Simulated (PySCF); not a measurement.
Al(F)(Br)(OMe) (CH3AlBrFO), SMILES C[O][Al]([F])[Br]. Atoms are numbered in the order given.

```xyz
8

Al     0.6792    -0.5165     0.0000
F      2.3329    -0.5058     0.0000
Br    -0.4293     1.4316     0.0000
O     -0.1129    -1.9937     0.0000
C     -1.4224    -2.4925     0.0000
H     -1.5903    -3.1216    -0.8914
H     -1.5903    -3.1216     0.8914
H     -2.1828    -1.6898     0.0000
```

Geometry optimised at B3LYP-D3(BJ)/def2-SVP. The structure was generated by enumeration; whether it is a known compound was not checked. The values are those of a single conformer.

These are PBE/def2-TZVP (PySCF) values and carry that method's errors.

Symmetry labels are those of the subgroup Cs that the program uses (full group Cs).

Computed valence orbital energies around the gap with their symmetry:
```tsv
orbital	symmetry	energy (eV)
HOMO−7	A'	-10.93
HOMO−6	A'	-9.80
HOMO−5	A"	-9.79
HOMO−4	A'	-9.24
HOMO−3	A"	-7.83
HOMO−2	A'	-7.68
HOMO−1	A'	-7.18
HOMO	A"	-7.12
LUMO	A'	-1.96
LUMO+1	A"	-1.07
LUMO+2	A'	0.43
LUMO+3	A'	1.17
```
